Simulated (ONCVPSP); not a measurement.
**LDA (Perdew-Wang 92) ONCV dataset for scandium, scalar-relativistic all-electron reference.**

| Property | Result |
| --- | --- |
| Element | Sc (Z = 21) |
| Generator | ONCVPSP 4.0.1 |
| Type | optimised norm-conserving Vanderbilt (ONCV) |
| Functional | LDA (Perdew-Wang 92) |
| Relativity | scalar-relativistic |
| Frozen core | [Ne] |
| Valence charge | 11 |
| Reference configuration | 3s2 3p6 3d1 4s2 |
| Partial waves | 3s+4s: rc 1.50 bohr, ncon 4, nbas 7, qcut 6.7 1/bohr, 2 projectors; 3p: rc 1.75 bohr, ncon 4, nbas 7, qcut 6.9 1/bohr, 2 projectors, debl 0.6 Ha; 3d: rc 2.25 bohr, ncon 5, nbas 10, qcut 5.8 1/bohr, 2 projectors, debl 3.7 Ha |
| Local potential | polynomial inside 1.30 bohr (lpopt 4, dvloc0 0 Ha) |
| Core correction | none |

In the p channel the program set the typed energies aside and used -1.234, 0.250 Ha.

All-electron outer shells of the reference configuration (LDA (PZ), scalar-relativistic, ld1.x):

```tsv
shell	level (eV)	outermost node (bohr)	outermost maximum (bohr)
2p	-388.03	–	0.23
3s	-54.71	0.42	0.92
3p	-33.56	0.39	0.97
4s	-4.30	1.33	3.06
3d	-3.42	–	1.10
```

Calculated quality:

```
Cutoffs needed           : 19 Ha and 48 Ha (the cutoffs (Ha) at which the residual kinetic energy of the hardest occupied pseudo-wave falls to 1 and 0.1 mHa per electron) The cutoffs count occupied waves only; projector 2 of the d channel, the hardest unoccupied one, needs 83 Ha at the loose tolerance.
Ghost test               : no bound ghost flagged; no localised positive-energy state flagged
Largest excitation error : +194 meV (all-electron minus pseudo) for 3s2 3p6 3d0 4s0, out of 4 test configurations
```

Generation and tests took about 3.5 s on one core of a shared server CPU.
